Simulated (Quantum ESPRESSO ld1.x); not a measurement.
This ld1.x (Quantum ESPRESSO 7.5) run is given with its output. Can the result be used, and if not, why?

```
 &input
    atom='Pt',
    iswitch=1,
    rel=1,
    lsd=1,
    dft='PW',
    config='[Xe] 4f14 6s0.5 6s0.5 5d5 5d5',
    verbosity='high',
    prefix='ld1',
    max_out_wfc=37,
    file_charge='ld1.rho',
 /
```

```
     Program LD1 v.7.5 starts

     Message from routine scf:
     warning: convergence not achieved
     --------------------------- All-electron run ----------------------------

     scalar relativistic calculation

     atomic number is 78.00
     dft =PW   lsd =1 sic =0 latt =0  beta=0.20 tr2=1.0E-14
     Exchange-correlation= PW
                           (   1   4   0   0   0   0   0)
     mesh =2121 r(mesh) =  99.81228 a.u. xmin = -8.00 dx = 0.00800
     1 Ry =  13.60569312 eV, c = 137.03599908

     n l     nl                  e(Ry)          e(Ha)          e(eV)
     1 0     1S 1( 1.00)   -5759.216126784   -2879.608063392 -78358.1272500
     2 0     2S 1( 1.00)   -1010.826216391    -505.413108195 -13752.9913009
     2 1     2P 1( 3.00)    -876.117696802    -438.058848401 -11920.1885223
     3 0     3S 1( 1.00)    -236.493154075    -118.246577038  -3217.6532800
     3 1     3P 1( 3.00)    -197.274773342     -98.637386671  -2684.0600270
     4 0     4S 1( 1.00)     -49.792143367     -24.896071683   -677.4566226
     4 1     4P 1( 3.00)     -36.928021821     -18.464010911   -502.4313325
     3 2     3D 1( 5.00)    -154.699676083     -77.349838042  -2104.7963190
     5 0     5S 1( 1.00)      -6.432388319      -3.216194160    -87.5171015
     5 1     5P 1( 3.00)      -3.107155317      -1.553577659    -42.2750017
     4 2     4D 1( 5.00)     -21.314602495     -10.657301248   -289.9999406
     4 3     4F 1( 7.00)      -3.968432639      -1.984216319    -53.9932767
     6 0     6S 1( 0.50)      -0.053940081      -0.026970040     -0.7338922
     6 0     6S 2( 0.50)      -0.053940081      -0.026970040     -0.7338922
     5 2     5D 1( 5.00)       0.069137126       0.034568563      0.9406585
     5 2     5D 2( 5.00)       0.069137126       0.034568563      0.9406585
     1 0     1S 2( 1.00)   -5759.216126781   -2879.608063391 -78358.1272500
     2 0     2S 2( 1.00)   -1010.826216390    -505.413108195 -13752.9913009
     2 1     2P 2( 3.00)    -876.117696802    -438.058848401 -11920.1885223
     3 0     3S 2( 1.00)    -236.493154075    -118.246577038  -3217.6532800
     3 1     3P 2( 3.00)    -197.274773342     -98.637386671  -2684.0600270
     4 0     4S 2( 1.00)     -49.792143367     -24.896071683   -677.4566226
     4 1     4P 2( 3.00)     -36.928021821     -18.464010911   -502.4313325
     3 2     3D 2( 5.00)    -154.699676083     -77.349838042  -2104.7963190
     5 0     5S 2( 1.00)      -6.432388319      -3.216194160    -87.5171015
     5 1     5P 2( 3.00)      -3.107155317      -1.553577659    -42.2750017
     4 2     4D 2( 5.00)     -21.314602495     -10.657301248   -289.9999406
     4 3     4F 2( 7.00)      -3.968432639      -1.984216319    -53.9932767

     final scf error:  1.9E+02 reached in 201 iterations

     Etot =  -35746.613912 Ry,  -17873.306956 Ha, -486357.459073 eV
     Total magnetization:    0.00 Bohr mag.

     Ekin =   41916.210287 Ry,   20958.105144 Ha,  570299.094045 eV
     Encl =  -90336.369538 Ry,  -45168.184769 Ha,-1229088.921775 eV
     Eh   =   13345.816218 Ry,    6672.908109 Ha,  181579.079932 eV
     Exc  =    -672.270879 Ry,    -336.135439 Ha,   -9146.711274 eV
```

Answer. No. The cycle did not converge: in the last iteration no bound solution was found for 5d down, 5d up (the eigenvalue is printed as zero or positive). The species is Pt- with 79 electrons. In a local or semilocal functional the extra electron of a negative ion sees its own charge, the potential lacks the -1/r tail, and the highest level tends to rise to zero. The printed total energy is meaningless.
